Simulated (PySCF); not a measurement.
Positional isomers: benzothiophene cyano+boryl. All species are isolated molecules in the gas phase. One relaxed conformer stands for each flexible species; it need not be the lowest. Strings in code marks are SMILES.

All values below come from r2SCAN-D4/def2-TZVP // r2SCAN-D4/def2-SVP in PySCF. Excitations are Tamm–Dancoff values on a coarser integration grid. The basis has no diffuse functions, so Rydberg states are missing or too high.

```csv
species,S1 excitation (TDA) (eV),T1 excitation (TDA) (eV)
`Bc1cc(C#N)c2sccc2c1`,3.59,2.81
`Bc1cc(C#N)cc2sccc12`,3.46,…
`Bc1cc2sccc2cc1C#N`,3.59,2.78
`c1cc2c(c(ccc2C#N)B)s1`,3.10,…
```

Question: Fill in the missing entries.

Answer: 
- `Bc1cc(C#N)cc2sccc12`, T1 excitation (TDA) (eV): 2.58
- `c1cc2c(c(ccc2C#N)B)s1`, T1 excitation (TDA) (eV): 2.32
